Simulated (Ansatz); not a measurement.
Molecule: sum formula Si2N2H7, net charge -1, singlet state. It need not be the lowest isomer of its formula. Whether it binds its extra electron was not tested at this geometry. SMILES: [SiH-](N[SiH3])N
Geometry from a B3LYP-D3(BJ)/def2-TZVP (Ansatz, a quantum-chemistry and plane-wave program) optimisation:
```xyz
11

N     -1.7743     1.1925    -0.0357
Si    -1.2724    -0.5389     0.2147
N      0.4886    -0.3287     0.7181
Si     1.7497    -0.0458    -0.3726
H     -2.7726     1.3378     0.0307
H     -1.4214     1.6972    -0.8420
H     -0.8192    -0.8972    -1.2348
H      0.6596    -0.1627     1.6972
H      3.0192     0.3259     0.3513
H      1.5234     1.0603    -1.3550
H      2.1293    -1.2215    -1.2143
```
Charge -1, spin multiplicity 1.

Parts of the frozen-core correlation energy in aug-cc-pV(T+d)Z (Ansatz, hartree). Frozen orbitals: 12; correlated occupied orbitals by spin: 13 and 13; virtual: 338 and 338. Spin-orbit coupling is left out. Non-relativistic.

```json
[
 {"term": "reference (HF)", "value": "-690.95946"},
 {"term": "MP2 opposite-spin", "value": "-0.56025"},
 {"term": "MP2 same-spin", "value": "-0.15533"},
 {"term": "CCSD correlation", "value": "-0.75973"},
 {"term": "(T)", "value": "-0.03214"},
 {"term": "T1 diagnostic", "value": "0.014"},
 {"term": "largest doubles amplitude", "value": "0.019"}
]
```
